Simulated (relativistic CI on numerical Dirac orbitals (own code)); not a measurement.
## Slater and spin-orbit integrals, Nb⁹⁺

These numbers are calculated, not measured: Dirac-Coulomb-Breit CI, orbitals from a KLI potential per configuration, a model potential for QED, unscaled Slater integrals (own radial code, finite nucleus).

Slater integrals F^k, G^k are unscaled and averaged over j, outside the closed core [Ar] 3d10; ζ comes from projecting the Hamiltonian with its Breit term on Σ l·s of the shell.

- 4s2 4p2: F^2(4p,4p) = 92948, ζ(4p) = 15187 cm⁻¹; <r>(4p) = 1.129, <r^2>(4p) = 1.438 (bohr units).
- 4s 4p3: F^2(4p,4p) = 92994, G^1(4s,4p) = 123310, ζ(4p) = 15134 cm⁻¹; <r>(4s) = 1.058, <r^2>(4s) = 1.256, <r>(4p) = 1.128, <r^2>(4p) = 1.436 (bohr units).
- 4p4: F^2(4p,4p) = 92866, ζ(4p) = 15090 cm⁻¹; <r>(4p) = 1.13, <r^2>(4p) = 1.439 (bohr units).

In this model ζ of a weakly bound d, f or g electron outside closed shells comes out too small, for d by up to a factor of two or three and at times with the wrong sign; that of an outer p electron is too small as well.

Averages of the first 10 configurations, taken without configuration mixing, which lowers the lowest level and can move excited configurations by several eV; other configurations of the list can lie among them:

```
Configuration  Parity  States  Average energy above the lowest level (eV)
      4s2 4p2    even      15                                         6.1
       4s 4p3     odd      40                                        34.4
          4p4    even      15                                        67.0
    4s2 4p 4d     odd      60                                        50.5
    4s 4p2 4d    even     300                                        77.0
    4s2 4p 4f    even      84                                        91.0
    4s 4p2 4f     odd     420                                       117.9
    4s2 4p 5s     odd      12                                        80.6
       4p3 4d     odd     200                                       107.9
    4s2 4p 5p    even      36                                        91.7
```
